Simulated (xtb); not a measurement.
C2H2F (SMILES C=[C-]F), charge -1, singlet, geometry from GFN2-xTB; xtb with GFN2-xTB.

xtb was given this input:
```
$ xtb mol.xyz --gfn 2 --chrg -1 --uhf 0 --json

# file mol.xyz
5

C      0.02235176     0.64734323    -0.01980650
C      1.14806260    -0.07296494    -0.02704209
F     -1.15423518    -0.30467257     0.03842180
H      1.26753555    -1.17115514     0.00255423
H      2.09809485     0.46693855    -0.06725891
```

It wrote (shortened):

```
   ID    Z sym.   atoms
    1    6 C      1, 2
    2    9 F      3
    3    1 H      4, 5

           -------------------------------------------------
          |                Calculation Setup                |
           -------------------------------------------------

           -------------------------------------------------
          |                 G F N 2 - x T B                 |
           -------------------------------------------------

          ...................................................
          :                      SETUP                      :
          :.................................................:
          :  # basis functions                  14          :
          :  # atomic orbitals                  14          :
          :  # shells                            8          :
          :  # electrons                        18          :
          :  max. iterations                   250          :
          :  Hamiltonian                  GFN2-xTB          :
          :  restarted?                      false          :
          :  GBSA solvation                  false          :
          :  PC potential                    false          :
          :  electronic temp.          300.0000000     K    :
          :  accuracy                    1.0000000          :
          :  -> integral cutoff          0.2500000E+02      :
          :  -> integral neglect         0.1000000E-07      :
          :  -> SCF convergence          0.1000000E-05 Eh   :
          :  -> wf. convergence          0.1000000E-03 e    :
          :  Broyden damping             0.4000000          :
          :  net charge                         -1          :
          :  unpaired electrons                  0          :
          ...................................................

 iter      E             dE          RMSdq      gap      omega  full diag
   1    -10.1822489 -0.101822E+02  0.646E+00    4.32       0.0  T
   2    -10.1888312 -0.658228E-02  0.375E+00    4.18       1.0  T
   3    -10.1754884  0.133428E-01  0.210E+00    4.53       1.0  T
   4    -10.1921413 -0.166529E-01  0.467E-01    4.35       1.0  T
   5    -10.1923056 -0.164262E-03  0.171E-01    4.40       1.0  T
   6    -10.1923125 -0.690571E-05  0.503E-02    4.41       1.0  T
   7    -10.1923121  0.357354E-06  0.306E-02    4.42       1.5  T
   8    -10.1923145 -0.231313E-05  0.339E-03    4.42      13.2  T
   9    -10.1923144  0.299755E-07  0.362E-03    4.42      12.4  T
  10    -10.1923145 -0.556852E-07  0.114E-04    4.42     392.7  T
  11    -10.1923145  0.147494E-09  0.183E-04    4.42     244.6  T

   *** convergence criteria satisfied after 11 iterations ***

         :::::::::::::::::::::::::::::::::::::::::::::::::::::
         ::                     SUMMARY                     ::
         :::::::::::::::::::::::::::::::::::::::::::::::::::::
         :: total energy             -10.111337935998 Eh    ::
         :: gradient norm              0.000024339553 Eh/a0 ::
         :: HOMO-LUMO gap              4.419600611233 eV    ::
         ::.................................................::
         :: SCC energy               -10.192314472808 Eh    ::
         :: -> isotropic ES            0.159173227713 Eh    ::
         :: -> anisotropic ES          0.001058444460 Eh    ::
         :: -> anisotropic XC          0.001885419260 Eh    ::
         :: -> dispersion             -0.001938509668 Eh    ::
         :: repulsion energy           0.080976536810 Eh    ::
         :: add. restraining           0.000000000000 Eh    ::
         :: total charge              -1.000000000000 e     ::
         :::::::::::::::::::::::::::::::::::::::::::::::::::::

           -------------------------------------------------
          |                Property Printout                |
           -------------------------------------------------

    * Orbital Energies and Occupations

         #    Occupation            Energy/Eh            Energy/eV
      -------------------------------------------------------------
         1        2.0000           -0.4949740             -13.4689
         2        2.0000           -0.3386601              -9.2154
         3        2.0000           -0.2821285              -7.6771
         4        2.0000           -0.2428521              -6.6083
         5        2.0000           -0.2154991              -5.8640
         6        2.0000           -0.2025597              -5.5119
         7        2.0000           -0.1872766              -5.0961
         8        2.0000           -0.1203597              -3.2752
         9        2.0000           -0.0866762              -2.3586 (HOMO)
        10                          0.0757411               2.0610 (LUMO)
        11                          0.2011362               5.4732
        12                          0.3777871              10.2801
        13                          0.5120347              13.9332
        14                          0.8120311              22.0965
      -------------------------------------------------------------
                  HL-Gap            0.1624173 Eh            4.4196 eV
             Fermi-level           -0.0054675 Eh           -0.1488 eV

     #   Z          covCN         q      C6AA      α(0)
     1   6 C        1.745    -0.225    37.978     9.968
     2   6 C        2.830    -0.106    30.669     9.075
     3   9 F        0.768    -0.445    14.110     4.437
     4   1 H        0.922    -0.114     6.075     3.855
     5   1 H        0.924    -0.110     5.924     3.806

 Mol. C6AA /au·bohr⁶  :        409.164360
 Mol. C8AA /au·bohr⁸  :       9016.814981
 Mol. α(0) /au        :         31.140370

Wiberg/Mayer (AO) data.
largest (>0.10) Wiberg bond orders for each atom

 ---------------------------------------------------------------------------
     #   Z sym  total        # sym  WBO       # sym  WBO       # sym  WBO
 ---------------------------------------------------------------------------
     1   6 C    2.784 --     2 C    1.956     3 F    0.788
     2   6 C    3.903 --     1 C    1.956     5 H    0.965     4 H    0.948
     3   9 F    0.846 --     1 C    0.788
     4   1 H    0.987 --     2 C    0.948
     5   1 H    0.988 --     2 C    0.965
 ---------------------------------------------------------------------------

Topologies differ in total number of bonds
Writing topology from bond orders to xtbtopo.mol

molecular dipole:
                 x           y           z       tot (Debye)
 q only:        0.023       0.151      -0.005
   full:        0.360      -0.407       0.003       1.381
molecular quadrupole (traceless):
                xx          xy          yy          xz          yz          zz
 q only:       -4.434      -0.480       1.373       0.205       0.063       3.060
  q+dip:       -2.871      -1.514       0.257       0.185       0.109       2.614
   full:       -3.054      -0.703      -0.197       0.181       0.121       3.250

           -------------------------------------------------
          | TOTAL ENERGY              -10.111337935998 Eh   |
          | GRADIENT NORM               0.000024339553 Eh/α |
          | HOMO-LUMO GAP               4.419600611233 eV   |
           -------------------------------------------------

normal termination of xtb
```
